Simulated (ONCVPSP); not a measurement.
# What one change does to a pseudopotential (Rb (Z = 37), ONCV)

- Element: rubidium (Rb)
- Generator: ONCVPSP 4.0.1
- Type: optimised norm-conserving Vanderbilt (ONCV)
- Functional: LDA (Perdew-Wang 92)
- Relativity: scalar-relativistic
- Frozen core: [Ar] 3d10
- Valence charge: 9
- Reference configuration: 4s2 4p6 5s1
- Partial waves: 4s+5s: rc 2.20 bohr, ncon 4, nbas 8, qcut 5.3 1/bohr, 2 projectors; 4p: rc 2.50 bohr, ncon 4, nbas 8, qcut 4.3 1/bohr, 1 projector; d scattering state at 0.04 Ha: rc 2.45 bohr, ncon 3, nbas 6, qcut 4 1/bohr, 2 projectors, debl 0.3 Ha
- Local potential: polynomial inside 2.20 bohr (lpopt 5, dvloc0 6 Ha)
- Core correction: none

All-electron outer shells of the reference configuration (LDA (PZ), scalar-relativistic, ld1.x):

| shell | level (eV) | outermost node (bohr) | outermost maximum (bohr) |
| --- | --- | --- | --- |
| 4s | -31.97 | 0.62 | 1.25 |
| 4p | -16.03 | 0.64 | 1.42 |
| 5s | -2.37 | 1.79 | 4.22 |

Change: s: rc 1.74; local potential polynomial inside 1.74 bohr (lpopt 5, dvloc0 6 Ha).

Cutoffs: the cutoffs (Ha) at which the residual kinetic energy of the hardest occupied pseudo-wave falls to 1 and 0.1 mHa per electron; they do not see the model core or the augmentation charge, which bear on the density cutoff. Errors are all-electron minus pseudo energies relative to the spin-unpolarised reference configuration.

Problem. What does the change do?

Solution. The potential gets harder (9.5 Ha and 12 Ha → 12 Ha and 32 Ha); of the 4 tests that both files solve, the error grows in 0 and shrinks in 2 by more than 15 % and 0.3 meV (median size 10.4 → 0.7 meV); the range in which the p phases agree widens (upper end 0.3 → 5.0); the range in which the d phases agree widens (upper end 2.2 → at the end of the scan); neither file shows a bound ghost. A smaller radius makes the pseudo-wave follow the all-electron one further in, where it bends more sharply, so more plane waves are needed.

| quantity | base | changed |
| --- | --- | --- |
| cutoff, loose | 9.5 Ha | 12 Ha |
| cutoff, tight | 12 Ha | 32 Ha |
| loose cutoff by channel | s 9.5 Ha, p 6.7 Ha | s 12 Ha, p 6.7 Ha |
| bound ghosts | none | none |
| GHOST(+) flags under 300 eV | none | none |
| error for 4s2 4p6 5s0, meV [ΔE 4.27 eV] | -0.2 | -0.1 |
| error for 4s2 4p6 5s0.5, meV [ΔE 1.66 eV] | -0.1 | 0.0 |
| error for 4s2 4p6 5s0 5p1, meV [ΔE 1.62 eV] | -20 | +1.2 |
| error for 4s2 4p5 5s1, meV [ΔE 21.24 eV] | -32 | -9.2 |
| p: phases at 2.54 bohr within 0.05 rad from the reference energy up to (Ha; the scan ends near 5) | 0.3 | 5.0 |
| d: phases at 2.49 bohr within 0.05 rad from the reference energy up to (Ha; the scan ends near 5) | 2.2 | to the end of the scan |
